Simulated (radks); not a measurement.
Coulomb parameter of the 3d shell of neutral manganese in the model configuration [Ar] 3d5.5 4s1.5, as a second difference U = [E(n + 0.25) + E(n - 0.25) - 2 E(n)] / (0.25)^2 with all orbitals relaxed. "Bare": the charge of the atom changes with n. "Screened": the 4s shell takes up the change at fixed total charge, which measures U(3d,3d) + U(4s,4s) - 2 U(3d,4s). All-electron calculation, Dirac Kohn-Sham, LDA (Slater exchange, Perdew-Wang correlation), spin-unpolarised, spherical densities, point nucleus; open shells are shared between the two j in proportion to 2j + 1. Program: a radial shooting solver on a logarithmic mesh with Libxc functionals.

case                 configuration  E - E(n) (eV)
start             [Ar] 3d5.5 4s1.5          0.000
bare +0.25       [Ar] 3d5.75 4s1.5         -0.967
bare -0.25       [Ar] 3d5.25 4s1.5          1.622
screened +0.25  [Ar] 3d5.75 4s1.25         -0.016
screened -0.25  [Ar] 3d5.25 4s1.75          0.169

U(bare) = 10.479 eV, U(screened by 4s) = 2.452 eV. The step up makes a negative ion, whose loosely bound charge lowers the bare value.
